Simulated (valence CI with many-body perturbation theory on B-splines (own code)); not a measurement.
## Tc¹¹⁺: electric-dipole lines

Calculated by configuration interaction combined with many-body perturbation theory (CI+MBPT): four valence electrons over a frozen Dirac-Fock core [Ar] 3d10, a basis of 11 s, 11 p, 9 d, 7 f, 5 g, 2 h, 1 i functions for each j, with the one-electron correlation potential Σ1, the two-electron term Σ2, the three-electron term Σ3, Breit, model QED; selected CI, second order for the rest, scaled by the run's own slope (own B-spline code, finite nucleus).

No measured spectrum was set against this ion. As an estimate, levels hold to about 250 cm⁻¹ or 0.2 % of their energy and the worst to 1 %, as in measured heavy ions of charge 2 to 7; those with d or f electrons hold less well.

Lines 201 to 241 of 241 in falling wavelength, among levels below 761250 cm⁻¹, chosen from the strongest by gf and those to the six lowest levels. Wavelengths and rates use the calculated energies, so an error of 700 cm⁻¹ moves a line at 21.70 nm by 0.15 % and its rate by three times that or more. Electric multipoles are in the length gauge, E1 and E2 with the static RPA response of the core. Weak lines are less certain than strong ones. Lines between different terms over intervals too small for the method are left out, as are lines whose strength nearly cancels. Where a level lies close to another of its J and parity, the split of strength between their lines is uncertain. The highest levels of a list are the least certain.

Names give the largest LS component (configuration and term), which can be under half, so a name can repeat, a term be missing and a line seem to break the LS rules; names also repeat where a configuration has a term twice. Letters in brackets count levels of one name in rising energy.

| λ vac (nm) | Upper | Lower | A (s⁻¹) | log gf | Branch % |
| --- | --- | --- | --- | --- | --- |
| 21.70 | 4s4p²4d ⁵P_1 | 4s4p³ ⁵S°_2 | 1.08e+11 | 0.36 | 97.6 |
| 21.68 | 4s4p²4d ³F_3 [b] | 4s4p³ ³D°_2 | 2.52e+10 | 0.09 | 33.4 |
| 21.68 | 4s²4p4d ³P°_1 | 4s²4p² ³P_1 | 6.32e+10 | 0.13 | 65.5 |
| 21.58 | 4s4p²4d ³F_3 [c] | 4s4p³ ³D°_3 | 4.89e+09 | -0.62 | 4.9 |
| 21.58 | 4s²4p4d ¹P°_1 | 4s²4p² ¹D_2 | 2.76e+07 | -3.24 | 0.0 |
| 21.57 | 4s4p²4d ³D_2 [c] | 4s4p³ ³D°_2 | 5.80e+09 | -0.69 | 9.5 |
| 21.50 | 4s4p²4d ³D_2 [c] | 4s4p³ ³D°_1 | 1.24e+10 | -0.37 | 20.4 |
| 21.49 | 4s²4p4d ³D°_2 | 4s²4p² ³P_1 | 2.55e+10 | -0.05 | 24.9 |
| 21.36 | 4s4p²4d ³P_0 [b] | 4s4p³ ³D°_1 | 2.54e+10 | -0.76 | 29.8 |
| 21.35 | 4s4p²4d ³F_4 [b] | 4s4p³ ³D°_3 | 1.34e+11 | 0.92 | 98.7 |
| 21.32 | 4s4p²4d ³P_1 [a] | 4s4p³ ⁵S°_2 | 6.53e+09 | -0.87 | 10.9 |
| 21.19 | 4s4p²4d ³F_3 [c] | 4s4p³ ³D°_2 | 8.27e+10 | 0.59 | 82.2 |
| 21.17 | 4s4p²4d ³F_2 [b] | 4s4p³ ³D°_2 | 1.09e+10 | -0.43 | 10.4 |
| 21.10 | 4s4p²4d ³F_2 [b] | 4s4p³ ³D°_1 | 7.37e+10 | 0.39 | 69.9 |
| 21.09 | 4s4p²4d ³G_3 | 4s4p³ ⁵S°_2 | 1.53e+07 | -3.15 | 0.3 |
| 20.94 | 4s4p²4d ³D_2 [d] | 4s4p³ ³D°_1 | 1.42e+10 | -0.33 | 19.1 |
| 20.85 | 4s4p²4d ³S_1 [a] | 4s4p³ ³D°_2 | 9.80e+09 | -0.72 | 12.4 |
| 20.78 | 4s4p²4d ³S_1 [a] | 4s4p³ ³D°_1 | 5.87e+09 | -0.94 | 7.4 |
| 20.78 | 4s4p²4d ³P_2 [b] | 4s4p³ ³D°_2 | 5.38e+09 | -0.76 | 7.6 |
| 20.71 | 4s²4p4d ³P°_1 | 4s²4p² ³P_0 | 1.88e+09 | -1.44 | 2.0 |
| 20.50 | 4s²4p4d ¹F°_3 | 4s²4p² ³P_2 | 2.35e+10 | 0.02 | 17.1 |
| 20.45 | 4s4p²4d ³D_2 [a] | 4s4p³ ⁵S°_2 | 2.07e+09 | -1.19 | 4.4 |
| 20.25 | 4s4p²4d ³D_3 [a] | 4s4p³ ⁵S°_2 | 3.81e+09 | -0.79 | 9.4 |
| 20.22 | 4s4p²4d ³D_1 [a] | 4s4p³ ⁵S°_2 | 5.65e+08 | -1.98 | 1.2 |
| 20.20 | 4s²4p4d ¹P°_1 | 4s²4p² ³P_2 | 1.56e+07 | -3.54 | 0.0 |
| 19.97 | 4s4p²4d ³D_3 [b] | 4s4p³ ⁵S°_2 | 1.57e+09 | -1.18 | 2.6 |
| 19.78 | 4s²4p4d ¹P°_1 | 4s²4p² ³P_1 | 1.35e+09 | -1.62 | 1.5 |
| 19.74 | 4s4p²4d ³D_2 [b] | 4s4p³ ⁵S°_2 | 1.36e+08 | -2.40 | 0.2 |
| 19.57 | 4s4p²4d ³D_1 [b] | 4s4p³ ⁵S°_2 | 9.42e+06 | -3.79 | 0.0 |
| 19.47 | 4s4p²4d ¹P_1 | 4s4p³ ⁵S°_2 | 5.22e+04 | -6.05 | 0.0 |
| 19.43 | 4s4p²4d ³F_3 [b] | 4s4p³ ⁵S°_2 | 5.43e+07 | -2.67 | 0.1 |
| 19.35 | 4s4p²4d ³D_2 [c] | 4s4p³ ⁵S°_2 | 7.71e+07 | -2.66 | 0.1 |
| 19.10 | 4s4p²4d ³P_1 [b] | 4s4p³ ⁵S°_2 | 5.39e+07 | -3.05 | 0.1 |
| 19.04 | 4s4p²4d ³F_3 [c] | 4s4p³ ⁵S°_2 | 5.43e+08 | -1.68 | 0.5 |
| 19.03 | 4s4p²4d ³F_2 [b] | 4s4p³ ⁵S°_2 | 1.49e+08 | -2.39 | 0.1 |
| 18.97 | 4s²4p4d ¹P°_1 | 4s²4p² ³P_0 | 7.89e+08 | -1.89 | 0.9 |
| 18.90 | 4s4p²4d ³D_2 [d] | 4s4p³ ⁵S°_2 | 4.39e+07 | -2.93 | 0.1 |
| 18.81 | 4s4p²4d ³D_3 [c] | 4s4p³ ⁵S°_2 | 8.46e+08 | -1.50 | 2.1 |
| 18.77 | 4s4p²4d ³S_1 [a] | 4s4p³ ⁵S°_2 | 9.02e+06 | -3.84 | 0.0 |
| 18.71 | 4s4p²4d ³P_2 [b] | 4s4p³ ⁵S°_2 | 1.69e+08 | -2.35 | 0.2 |
| 18.51 | 4s4p²4d ³S_1 [b] | 4s4p³ ⁵S°_2 | 2.83e+06 | -4.36 | 0.0 |
